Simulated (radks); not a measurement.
The numbers below are computed, except where a source is named.
Question: Ionisation of Ne6+, [He] 2s2, to Ne7+, [He] 2s1, under several functionals. Non-relativistic Kohn-Sham, spin-polarised, spherical densities, point nucleus; open shells are filled with parallel spins first; a radial shooting solver on a logarithmic mesh with Libxc functionals. Known Delta-SCF values: HCTH/407 205.63 eV. What does B86b exchange with PBE correlation give, and what is its highest occupied eigenvalue?

Answer: 205.45 eV by Delta-SCF; the 2s eigenvalue is -192.33 eV. NIST: 207.27 eV (measured).
